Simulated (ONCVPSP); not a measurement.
# Building the ONCV potential for rubidium (Rb) (PBE, scalar-relativistic).

The input file (ONCVPSP 4.0.1):

```
# ATOM AND REFERENCE CONFIGURATION
# atsym  z   nc   nv     iexc    psfile
  Rb 37.00    6    3        4      upf
#
#   n    l    f
    1    0    2.00
    2    0    2.00
    2    1    6.00
    3    0    2.00
    3    1    6.00
    3    2   10.00
    4    0    2.00
    4    1    6.00
    5    0    1.00
#
# PSEUDOPOTENTIAL AND OPTIMIZATION
# lmax
    2
#
#   l,   rc,      ep,       ncon, nbas, qcut
    0    2.35    0.00    4    8    5.20
    1    1.80    0.00    3    8    5.20
    2    2.45    0.27    3    7    3.80
#
# LOCAL POTENTIAL
# lloc, lpopt,  rc(5),   dvloc0
    4    5    1.40   -1.00
#
# VANDERBILT-KLEINMAN-BYLANDER PROJECTORs
# l, nproj, debl
    0    3    0.50
    1    2    1.20
    2    2    1.70
#
# MODEL CORE CHARGE
# icmod, fcfact, rcfact
    3    4.00    1.05
#
# LOG DERIVATIVE ANALYSIS
# epsh1, epsh2, depsh
   -3.00    5.00    0.02
#
# OUTPUT GRID
# rlmax, drl
    6.00    0.01
#
# TEST CONFIGURATIONS
# ncnf
    4
# nvcnf
#   n    l    f
    3
    4    0    2.00
    4    1    6.00
    5    0    0.00
#
    3
    4    0    2.00
    4    1    6.00
    5    0    0.50
#
    4
    4    0    2.00
    4    1    6.00
    5    0    0.00
    5    1    1.00
#
    3
    4    0    1.00
    4    1    6.00
    5    0    1.00
#
```

Command:

```bash
oncvpsp.x < Rb.dat > Rb.out
```

The program printed (shortened: citation, most of the input echo, consistency checks and plot data are left out):

```
ONCVPSP  (Optimized Norm-Conservinng Vanderbilt PSeudopotential)
scalar-relativistic version 4.0.1

#   n    l    f        energy (Ha)
    1    0    2.00    -5.5248264E+02
    2    0    2.00    -7.3801351E+01
    2    1    6.00    -6.5422763E+01
    3    0    2.00    -1.0951336E+01
    3    1    6.00    -8.2640281E+00
    3    2   10.00    -3.8205859E+00
    4    0    2.00    -1.1720689E+00
    4    1    6.00    -5.8667428E-01
    5    0    1.00    -8.2006474E-02

Reference configufation results
  iterations    26
  all-electron total energy (Ha)   -2.98119643D+03

Begin loop to  construct optimized pseudo wave functions
and semi-local pseudopoentials for all angular momenta

   Wellstate for l =  0  n =  6
     eigenvalue =   0.4180
     asymptotic potential =   0.9180
     half-point radius =  7.0223

Calculating optimized projector #   1

 for l=   0

    Fraction of norm inside rc  0.941607
    Optimizing pswf for qcut=   5.19 a_B^-1,  ecut=  13.49 Ha
    Residual kinetic energy error=  1.30D-06 Ha

    Energy error per electron        Cutoff
         Ha          eV             Ha
         0.01000     0.27211        5.01
         0.00100     0.02721        8.40
         0.00010     0.00272       10.48
         0.00001     0.00027       12.04

Calculating optimized projector #   2

 for l=   0

    Fraction of norm inside rc  0.036391
    Optimizing pswf for qcut=   5.19 a_B^-1,  ecut=  13.49 Ha
    Residual kinetic energy error=  7.49D-07 Ha

    Energy error per electron        Cutoff
         Ha          eV             Ha
         0.01000     0.27211        1.66
         0.00100     0.02721        6.46
         0.00010     0.00272        9.50
         0.00001     0.00027       11.49

Calculating optimized projector #   3

 for l=   0

    Fraction of norm inside rc  0.088297
    Optimizing pswf for qcut=   5.19 a_B^-1,  ecut=  13.49 Ha
    Residual kinetic energy error=  4.15D-06 Ha

    Energy error per electron        Cutoff
         Ha          eV             Ha
         0.01000     0.27211        2.79
         0.00100     0.02721        8.37
         0.00010     0.00272       10.88
         0.00001     0.00027       13.01

   Wellstate for l =  1  n =  5
     eigenvalue =   0.6133
     asymptotic potential =   1.1133
     half-point radius =  3.5761

Calculating optimized projector #   1

 for l=   1

    Fraction of norm inside rc  0.608059
    Optimizing pswf for qcut=   5.20 a_B^-1,  ecut=  13.50 Ha
    Residual kinetic energy error=  7.41D-05 Ha

    Energy error per electron        Cutoff
         Ha          eV             Ha
         0.01000     0.27211        4.72
         0.00100     0.02721        6.51
         0.00010     0.00272       12.86
         0.00001     0.00027       66.79

Calculating optimized projector #   2

 for l=   1

    Fraction of norm inside rc  0.156432
    Optimizing pswf for qcut=   5.20 a_B^-1,  ecut=  13.50 Ha
    Residual kinetic energy error=  1.16D-04 Ha

    Energy error per electron        Cutoff
         Ha          eV             Ha
         0.01000     0.27211        4.81
         0.00100     0.02721        6.87
         0.00010     0.00272       13.86
         0.00001     0.00027       35.25

   Wellstate for l =  2  n =  5
     eigenvalue =   0.2700
     asymptotic potential =   0.7700
     half-point radius =  8.8818

   Wellstate for l =  2  n =  6
     eigenvalue =   1.9700
     asymptotic potential =   2.4700
     half-point radius =  4.3894

Calculating optimized projector #   1

 for l=   2

    Fraction of norm inside rc  0.228426
    Optimizing pswf for qcut=   3.81 a_B^-1,  ecut=   7.25 Ha
    Residual kinetic energy error=  4.16D-04 Ha

    Energy error per electron        Cutoff
         Ha          eV             Ha
         0.01000     0.27211        4.63
         0.00100     0.02721        6.58
         0.00010     0.00272       16.29
         0.00001     0.00027       36.25

Calculating optimized projector #   2

 for l=   2

    Fraction of norm inside rc  0.187162
    Optimizing pswf for qcut=   3.81 a_B^-1,  ecut=   7.25 Ha
    Residual kinetic energy error=  1.18D-02 Ha

    Energy error per electron        Cutoff
         Ha          eV             Ha
         0.01000     0.27211        7.43
         0.00100     0.02721       15.07
         0.00010     0.00272       37.96
         0.00001     0.00027       52.83

Construct Vanderbilt / Kleinmman-Bylander projectors

B matrix Hermiticity error, ll=   0
   1   2    4.2843E-05
   1   3   -9.1328E-05
   2   3    7.8859E-06

  Orthonormal projector coefficients  9.1159E+00  2.3575E+00  3.4853E-01

B matrix Hermiticity error, ll=   1
   1   2    1.0286E-04

  Orthonormal projector coefficients  4.9046E+00  8.0697E-01

B matrix Hermiticity error, ll=   2
   1   2    5.5576E-05

  Orthonormal projector coefficients  2.9809E+00 -2.1903E+00

Model core correction analysis
  based on d2Exc/dn_idn_j

d2excae - all-electron derivatives

   -3.124851D-02   -2.650549D-02   -1.579378D-03
   -2.650562D-02   -2.561991D-02   -2.719769D-03
   -1.578225D-03   -2.716011D-03   -3.305254D-02

d2excps - pseudofunction derivatives with no core correction

   -3.879318D-02   -2.878856D-02   -2.109502D-03
   -2.878930D-02   -2.725308D-02   -2.891064D-03
   -2.108834D-03   -2.887328D-03   -3.308563D-02

rms 2nd derivative error    2.801574E-03

rmatch, rhocmatch    0.9926    3.9426

Teter function model core charge with specified parameters

d2excps - pseudofunction derivatives with core correction

   -3.273758D-02   -2.723935D-02   -1.735919D-03
   -2.723965D-02   -2.676023D-02   -2.788171D-03
   -1.734814D-03   -2.784428D-03   -3.306316D-02

rms 2nd derivative error    7.190682E-04

Pseudoatom total energy  -24.337333

Diagnostic tests using Vanderbilt-Kleinman-Bylander pseudopotentials
  1 or more projectors used as specified by nproj input data

   l    rcore       rmatch      e in        delta e   norm test  slope test

   0   2.3631613   2.4349120  -1.1720689   0.0000004   1.0000805   1.0000765
   0   2.3631613   2.4349120  -0.0820065   0.0000005   1.0000153   1.0000128
   0   2.3631613   2.4349120   0.4179935   0.0000062   1.0001215   1.0001215

   1   1.8054449   1.8602621  -0.5866743   0.0000370   1.0000732   1.0001886
   1   1.8054449   1.8602621   0.6133257   0.0000072   1.0002103   1.0002103

   2   2.4642186   2.5390377   0.2700000  -0.0000737   0.9999876   0.9999876
   2   2.4642186   2.5390377   1.9700000  -0.0000783   1.0001906   1.0001906

 Testing for bound ghosts
   n   l    E NL Schr. Eq   E Basis Diag.   E Cutoff

   1   0       -1.172069       -1.172068     62.76
   2   0       -0.082006       -0.034898     62.76

   2   1       -0.586637       -0.585799     92.68

 Testing for highly-localized positive-energy ghosts
       l    <radius>/rc     E Basis Diag.   E Cutoff

       0        0.809870        6.926912     62.76  WARNING - GHOST(+)

Test configuration 0

   n   l     f        eae           eps        diff
   1   0  2.0000 -552.48263653
   2   0  2.0000  -73.80135132
   2   1  6.0000  -65.42276314
   3   0  2.0000  -10.95133622
   3   1  6.0000   -8.26402806
   3   2 10.0000   -3.82058588
   4   0  2.0000   -1.17206890   -1.17206853    3.73D-07
   4   1  6.0000   -0.58667428   -0.58663732    3.70D-05
   5   0  1.0000   -0.08200647   -0.08200598    4.99D-07

    Total energies and differences
      AE_ref= -2.98119643D+03  AE_tst= -2.98119643D+03  dif=  0.00D+00
      PS_ref= -2.43373328D+01  PS_tst= -2.43373328D+01  dif= -4.62D-14
      PSP excitation error=  4.62D-14

Test configuration 1

   n   l     f        eae           eps        diff
   1   0  2.0000 -552.69541296
   2   0  2.0000  -74.01395381
   2   1  6.0000  -65.63535569
   3   0  2.0000  -11.16379316
   3   1  6.0000   -8.47646182
   3   2 10.0000   -4.03298005
   4   0  2.0000   -1.38291274   -1.38316625   -2.54D-04
   4   1  6.0000   -0.79564317   -0.79563049    1.27D-05

    Total energies and differences
      AE_ref= -2.98119643D+03  AE_tst= -2.98104379D+03  dif=  1.53D-01
      PS_ref= -2.43373328D+01  PS_tst= -2.41846824D+01  dif=  1.53D-01
      PSP excitation error= -1.11D-05

Test configuration 2

   n   l     f        eae           eps        diff
   1   0  2.0000 -552.58119750
   2   0  2.0000  -73.89984079
   2   1  6.0000  -65.52125044
   3   0  2.0000  -11.04976564
   3   1  6.0000   -8.36244902
   3   2 10.0000   -3.91899164
   4   0  2.0000   -1.26989415   -1.26998577   -9.16D-05
   4   1  6.0000   -0.68387366   -0.68384340    3.03D-05
   5   0  0.5000   -0.15144507   -0.15144832   -3.25D-06

    Total energies and differences
      AE_ref= -2.98119643D+03  AE_tst= -2.98113843D+03  dif=  5.80D-02
      PS_ref= -2.43373328D+01  PS_tst= -2.42793277D+01  dif=  5.80D-02
      PSP excitation error= -3.02D-06

Test configuration 3

   n   l     f        eae           eps        diff
   1   0  2.0000 -552.53605803
   2   0  2.0000  -73.85480499
   2   1  6.0000  -65.47618022
   3   0  2.0000  -11.00483281
   3   1  6.0000   -8.31750768
   3   2 10.0000   -3.87404476
   4   0  2.0000   -1.22503475   -1.22523977   -2.05D-04
   4   1  6.0000   -0.63853642   -0.63852237    1.41D-05
   5   1  1.0000   -0.04943380   -0.04943407   -2.62D-07

    Total energies and differences
      AE_ref= -2.98119643D+03  AE_tst= -2.98114058D+03  dif=  5.59D-02
      PS_ref= -2.43373328D+01  PS_tst= -2.42814708D+01  dif=  5.59D-02
      PSP excitation error= -4.36D-06

Test configuration 4

   n   l     f        eae           eps        diff
   1   0  2.0000 -553.01170981
   2   0  2.0000  -74.32382886
   2   1  6.0000  -65.94554377
   3   0  2.0000  -11.46861782
   3   1  6.0000   -8.78083949
   3   2 10.0000   -4.33608565
   4   0  1.0000   -1.61245916   -1.62234061   -9.88D-03
   4   1  6.0000   -1.00026652   -1.00272993   -2.46D-03
   5   0  1.0000   -0.29902345   -0.29954190   -5.18D-04

    Total energies and differences
      AE_ref= -2.98119643D+03  AE_tst= -2.97980969D+03  dif=  1.39D+00
      PS_ref= -2.43373328D+01  PS_tst= -2.29458419D+01  dif=  1.39D+00
      PSP excitation error= -4.75D-03
```

The run took about 4.5 s on one core of a shared server CPU.
